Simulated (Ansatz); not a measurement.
Geometry optimisation, Ansatz, RKS BLYP/def2-SVP.

Input file:

```yaml
crystal:
  periodic: [false, false, false]
  atoms:
    - { symbol: Ge, position_ang: [0.0, 0.0, 0.0] }
    - { symbol: F, position_ang: [1.0779, 0.0, 1.5402] }
    - { symbol: H, position_ang: [1.6981, 0.0, 0.4233] }
    - { symbol: H, position_ang: [-0.73, 1.2648, -0.5162] }
    - { symbol: H, position_ang: [-0.73, -1.2648, -0.5162] }
basis:
  gaussian: { orbitals: def2-SVP }
hamiltonian:
  xc: blyp
relax:
  f_tol: 0.15
  max_steps: 25
  restrain:
    - { distance: [1, 2], at: 0.92, k: 30.0 }
    - { distance: [0, 1], at: 2.88, k: 30.0 }
    - { distance: [0, 2], at: 2.75, k: 30.0 }
```

Run as:

```bash
$ ansatz run input.yaml --threads 1 --pin off --max-ram 2048MiB --backend cpu --events-out ev --progress --plain --runs-dir out
```

Q: Where does it end, and by what steps?

A: The forces met the threshold. The restraints hold the end off the free minimum; the threshold counts their pulls, which the force column leaves out. Restrained pairs: F2–H3 (1.28 → 0.93 Å), Ge1–F2 (1.88 → 2.87 Å), Ge1–H3 (1.75 → 2.75 Å). After 8 steps the energy has fallen by 1.548 eV (the restraints' own energy left out); Ge1 moved furthest, 0.83 Å.

```json
{"step": "0", "energy less start (eV)": "0.0000", "largest force component (eV/Å)": "4.213", "accepted": "yes"}
{"step": "1", "energy less start (eV)": "0.5493", "largest force component (eV/Å)": "5.532", "accepted": "yes"}
{"step": "2", "energy less start (eV)": "1.0271", "largest force component (eV/Å)": "6.208", "accepted": "yes"}
{"step": "3", "energy less start (eV)": "0.5079", "largest force component (eV/Å)": "5.664", "accepted": "yes"}
{"step": "4", "energy less start (eV)": "-0.6475", "largest force component (eV/Å)": "3.577", "accepted": "yes"}
{"step": "5", "energy less start (eV)": "-1.3110", "largest force component (eV/Å)": "0.982", "accepted": "yes"}
{"step": "6", "energy less start (eV)": "-1.5294", "largest force component (eV/Å)": "0.691", "accepted": "yes"}
{"step": "7", "energy less start (eV)": "-1.5449", "largest force component (eV/Å)": "0.549", "accepted": "yes"}
{"step": "8", "energy less start (eV)": "-1.5481", "largest force component (eV/Å)": "0.473", "accepted": "yes"}
```

```xyz
5
Properties=species:S:1:pos:R:3
Ge -0.040 0.000 -0.830
F 1.445 0.000 1.624
H 2.073 0.000 0.931
H -1.081 1.155 -0.397
H -1.081 -1.155 -0.397
```

Time of the run: 5 s on 1 thread of Intel(R) Xeon(R) 6975P-C (Granite Rapids), with other jobs on the host, peak memory 0.12 GiB.
